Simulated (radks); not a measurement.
Results of a calculation; reference values are marked as such.
The mean radii <r> (bohr) of the occupied orbitals of an atom or ion are listed with their occupations. Code: a radial shooting solver on a logarithmic mesh with Libxc functionals. Model: Dirac Kohn-Sham, B86b exchange with PBE correlation, spin-unpolarised, spherical densities, finite nucleus; Fermi nuclear charge, rms radius of each element as measured or else 0.836 A^(1/3) + 0.57 fm.

| orbital | occ. | <r> |
|---|---|---|
| 1s1/2 | 2 | 0.04549 |
| 2s1/2 | 2 | 0.2025 |
| 2p1/2 | 2 | 0.1746 |
| 2p3/2 | 4 | 0.1783 |
| 3s1/2 | 2 | 0.5975 |
| 3p1/2 | 2 | 0.6087 |
| 3p3/2 | 4 | 0.6192 |
| 3d3/2 | 4 | 0.6642 |
| 3d5/2 | 6 | 0.6685 |
| 4s1/2 | 1 | 1.674 |

Name the element and its charge. Open shells, if any, are shared by 2j + 1.

Answer. Z = 33, arsenic, charge +4: As4+ in [Ar] 3d10 4s1. The 1s radius gives Z: for a bare nucleus <r> = (2 gamma + 1)/(2Z) with gamma = sqrt(1 - (Z/c)^2), 0.04456 bohr for Z = 33, and screening makes it slightly larger (0.04549 here). The occupations add up to 29, and the charge is Z minus that.
